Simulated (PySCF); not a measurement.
## SMILES Cc1ccc(F)cc1CO, C8H9FO

Geometry:
```tsv
atom	x (Å)	y (Å)	z (Å)
C1	0.125	-2.105	0.169
C2	-0.390	-0.700	0.136
C3	-1.678	-0.416	0.571
C4	-2.187	0.869	0.540
C5	-1.379	1.882	0.064
F6	-1.854	3.147	0.026
C7	-0.091	1.638	-0.374
C8	0.408	0.343	-0.345
C9	1.826	0.084	-0.794
O10	2.672	-0.300	0.271
H11	-0.544	-2.746	0.736
H12	1.117	-2.139	0.613
H13	0.203	-2.499	-0.845
H14	-2.299	-1.220	0.941
H15	-3.187	1.089	0.879
H16	0.509	2.457	-0.740
H17	1.858	-0.748	-1.502
H18	2.226	0.978	-1.292
H19	2.656	0.392	0.941
```

Computed with GIAO HSE06/6-31G magnetisability, rotational g tensor and spin-rotation constants, non-relativistic, gas phase (PySCF). Geometry: GFN2-xTB.

**Question.** How diamagnetic is it, and how anisotropic?

**Answer.** Isotropic -1507 × 10⁻³⁰ J/T², or -90.7 × 10⁻⁶ cm³/mol; principal values -2181, -1238, -1101 × 10⁻³⁰ J/T², anisotropy 1019 × 10⁻³⁰ J/T² (root of half the summed squared differences of the principal values). The susceptibility is in cgs units.

**Question.** Split it along the inertial axes a, b, c into diamagnetic and paramagnetic parts about the centre of mass, with the quadrupole moment.

**Answer.** 
```tsv
axis	χ (10⁻⁶ cm³/mol)	diamagnetic (10⁻⁶ cm³/mol)	paramagnetic (10⁻⁶ cm³/mol)	summed x² of all electrons (Å²)	quadrupole Θ (D Å)
a	-75.3	-652.6	577.3	278.7	-14.66
b	-68.0	-1285.0	1217.0	129.6	+11.43
c	-128.9	-1732.4	1603.6	24.2	+3.23
```
Anisotropies 2χaa − χbb − χcc = +46.3 and 2χbb − χaa − χcc = +68.1 × 10⁻⁶ cm³/mol. Θ is traceless in Buckingham's convention.

**Question.** And the rotational g tensor?

**Answer.** 
| axis | rotational constant (GHz) | g | nuclear part | electronic part |
| --- | --- | --- | --- | --- |
| a | 2.2718 | -0.0222 | 0.5939 | -0.6161 |
| b | 0.9739 | -0.0199 | 0.5369 | -0.5568 |
| c | 0.7173 | +0.0075 | 0.5479 | -0.5404 |

Asymmetric top; isotopes 12C, 19F, 1H, 16O; no vibrational averaging.
